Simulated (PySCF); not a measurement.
Magnetic shielding above rings: a mixed set.

NICS = −σ at a ghost point: NICS(0) at the centroid of the ring atoms, NICS(1) 1 Å to either side along the normal of their mean plane, zz for the tensor component along that normal. Level: GIAO PBE0/pcSseg-1 (PySCF, non-relativistic, gas phase) on the GFN2-xTB geometries, one conformer each. Atom numbers follow the mapped SMILES.

Question: Order these rings by mean NICS(1)zz, lowest (most negative) first (ppm).
A. ring C3–C4–P5 in `[CH3:1][CH2:2][C:3]1=[CH:4][P@@H:5]1=[O:6]`
B. ring C4–C5–S6–C7–C8 in `[CH3:1][CH2:2][CH2:3][C@H:4]1[CH2:5][S:6][CH2:7][C:8]1=[O:9]`
C. ring Si3–C5–Si6–C7 in `[CH3:1][S:2][Si:3]1([CH3:4])[CH2:5][SiH2:6][CH2:7]1`
D. ring Si6–C7–C8 in `[N:1]#[C:2][CH2:3][C:4]#[C:5][SiH:6]1[CH2:7][CH2:8]1`
E. ring C4–C5–C6–P7–C8–N9 in `[CH3:1][C:2](=[O:3])[c:4]1[cH:5][cH:6][p:7][cH:8][n:9]1`
F. ring N5–C6–C7–C8–C9 in `[CH3:1][P:2]([CH3:3])(=[O:4])[n:5]1[cH:6][cH:7][cH:8][cH:9]1`
G. ring C2–C3–C4–C10–O11 in `[F:1][C@@H:2]1[CH:3]=[C:4]([CH2:5][CH2:6][CH:7]([Cl:8])[Cl:9])[CH2:10][O:11]1`

Answer: F (-28.3), E (-25.8), D (-16.2), A (-11.7), G (-5.6), B (-2.8), C (2.8).

```
                   SMILES                                                     ring  NICS(0)  NICS(1)  NICS(1)zz  HOMA  rms pucker (Å)  ring atoms with four or more neighbours
         CP(C)(=O)n1cccc1        5-membered ring with N; formal bonds all aromatic    -12.9    -10.8      -28.3  0.84            0.00                                        0
           CC(=O)c1ccpcn1  6-membered ring with N and P; formal bonds all aromatic     -6.2    -10.7      -25.8  0.88            0.00                                        0
         N#CCC#C[SiH]1CC1         3-membered ring with Si; formal bonds all single    -26.2     -8.0      -16.2     –            0.00                                        3
          CCC1=C[P@@H]1=O  3-membered ring with P; formal bonds 1 double, 2 single    -16.4     -8.8      -11.7     –            0.00                                        1
F[C@@H]1C=C(CCC(Cl)Cl)CO1  5-membered ring with O; formal bonds 1 double, 4 single     -4.5     -3.7       -5.6     –            0.07                                        2
         CCC[C@H]1CSCC1=O          5-membered ring with S; formal bonds all single     -2.4     -3.3       -2.8     –            0.18                                        3
      CS[Si]1(C)C[SiH2]C1       4-membered ring with 2 Si; formal bonds all single     -0.4     -1.6        2.8     –            0.04                                        4
```

NICS(0) gives another order. The isotropic NICS(1) gives another order. HOMA uses Krygowski's 1993 parameters; it is left out where a ring has a four-coordinate atom, a triple bond, no multiple bond or a kind of bond without parameters. NICS(1) and NICS(1)zz are means over the two faces.
